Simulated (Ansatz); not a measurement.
The cluster Li₄S. Total charge 0; singlet. Geometry B3LYP-D4/def2-TZVP.

```xyz
5

Li   -0.3119    2.6035   -0.1405
Li   -0.1009   -1.1372   -1.6284
Li   -1.2064   -1.1356    1.1092
Li    1.6896   -0.7669    0.6846
S    -0.0704    0.4361   -0.0249
```

The restricted singlet is unstable towards broken spin symmetry in Hartree–Fock (as tested in another run); at PBE-D4/def2-TZVP, revPBE-D4/def2-TZVP, r2SCAN-D4/def2-TZVP, PBE0-D4/def2-TZVP and others this wasn't settled. Another isomer (triplet) lies 0.07 eV lower at PBE0-D4/def2-TZVP; other spin states weren't run for this one.

Estimate the orbital energies around the gap (eV) in Ansatz with PBE-D4/def2-TZVP, revPBE-D4/def2-TZVP, r2SCAN-D4/def2-TZVP, PBE0-D4/def2-TZVP, r2SCAN0-D4/def2-TZVP.


```
orbital  PBE-D4/def2-TZVP  revPBE-D4/def2-TZVP  r2SCAN-D4/def2-TZVP  PBE0-D4/def2-TZVP  r2SCAN0-D4/def2-TZVP
 HOMO−5            -50.52               -50.62               -52.14             -54.57                -55.75
 HOMO−4            -15.29               -15.25               -16.03             -17.44                -17.90
 HOMO−3             -6.57                -6.52                -6.88              -7.76                 -7.96
 HOMO−2             -5.89                -5.85                -6.18              -7.00                 -7.18
 HOMO−1             -5.89                -5.84                -6.18              -7.00                 -7.18
   HOMO             -2.60                -2.56                -2.54              -2.90                 -2.87
   LUMO             -2.07                -2.07                -1.94              -1.68                 -1.58
 LUMO+1             -1.50                -1.46                -1.33              -0.98                 -0.90
 LUMO+2             -1.50                -1.46                -1.33              -0.98                 -0.90
 LUMO+3             -0.80                -0.71                -0.53              -0.18                 -0.05
 LUMO+4             -0.61                -0.54                -0.34              -0.01                  0.12
 LUMO+5             -0.59                -0.52                -0.31               0.01                  0.15
```
